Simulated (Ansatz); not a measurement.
**How methods differ on AsF3 (arsenic trifluoride)**

AsF3 has 4 atoms, charge 0, and is taken as a singlet. SMILES: `F[As](F)F`. The coordinates come from a PBE0-D4/def2-TZVP relaxation.

```xyz
4

F    -0.4459    0.3956    1.3626
As   -0.4620   -0.4572   -0.1256
F     1.2040   -0.8659   -0.1127
F    -0.2962    0.9276   -1.1243
```

Quantity: the energy change with the As2–F4 bond stretched from 1.715 to 3.431 Å, in eV. The values are calculated.

```tsv
level	kind	program	value (eV)	less FCI/STO-3G
HF/STO-3G (restricted)	Hartree–Fock	Ansatz	8.55	+5.95
SVWN5/STO-3G (restricted)	LDA	Ansatz	5.27	+2.67
revPBE/STO-3G (restricted)	GGA	Ansatz	4.54	+1.94
PBE0/STO-3G (restricted)	global hybrid	Ansatz	5.75	+3.15
r2SCAN0/STO-3G (restricted)	hybrid meta-GGA	Ansatz	6.00	+3.40
CAM-B3LYP/STO-3G (restricted)	range-separated hybrid	Ansatz	6.35	+3.75
B2PLYP/STO-3G (restricted)	double hybrid	Ansatz	4.33	+1.73
BCCD(T)/STO-3G (restricted)	coupled cluster or CI	Ansatz	2.42	-0.18
FCI/STO-3G	exact in the basis	Ansatz	2.60	0.00
```

FCI/STO-3G is exact within its basis and frozen core, so for wave-function methods in that basis the difference is their error; functionals converge differently with the basis, so for them it is only a difference. A spin-restricted reference rises too steeply as a bond breaks; here HF/STO-3G, SVWN5/STO-3G, revPBE/STO-3G, PBE0/STO-3G, r2SCAN0/STO-3G, CAM-B3LYP/STO-3G, B2PLYP/STO-3G lie well above the multireference or unrestricted value. All-electron rows without a relativistic Hamiltonian named are non-relativistic. The first shape isn't each level's own minimum. The values span 2.42 to 8.55 eV. All rows use very small basis sets, so none should be taken for the real molecule's value. In the correlated wave-function rows the outer d shell of As is correlated, in sets not made for it.
